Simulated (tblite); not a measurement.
Isomers of C3H9F3Si2. Level: GFN2-xTB in tblite, geometry and Hessian alike; calculated harmonic values, unscaled, isolated species. Errors from tens to a few hundred cm⁻¹ against measured bands are possible. Modes of hydrogen on silicon can be 10 to 20 % off. One conformer each.

Electronic energies: GFN2-xTB at the same geometries; isomer energies are rough at this level and their order can be wrong.

```tsv
SMILES	electronic energy, lowest = 0 (kcal/mol)
CC[SiH2][SiH2]C(F)(F)F	16.1
C[SiH2][C@@H]([SiH3])C(F)(F)F	0.0
FC(F)(F)CC[SiH2][SiH3]	8.6
```

**Question.** How do GFN2-xTB zero-point energies change the relative energies?

**Answer.** 
```
                       SMILES  ZPE (kcal/mol)  of it from modes above 1550 cm⁻¹  electronic (kcal/mol)  with ZPE, lowest = 0 (kcal/mol)  lowest mode (cm⁻¹)  rings
C[SiH2][C@@H]([SiH3])C(F)(F)F            67.6                              33.5                    0.0                              0.0                  29      0
       FC(F)(F)CC[SiH2][SiH3]            68.2                              33.0                    8.6                              9.2                  18      0
       CC[SiH2][SiH2]C(F)(F)F            69.3                              34.2                   16.1                             17.8                 10i      0
```

The zero-point energies span 1.7 kcal/mol, from `C[SiH2][C@@H]([SiH3])C(F)(F)F` to `CC[SiH2][SiH2]C(F)(F)F`. Slightly imaginary modes are left out of the zero-point energy: `CC[SiH2][SiH2]C(F)(F)F` 10.4i cm⁻¹. The order is unchanged.
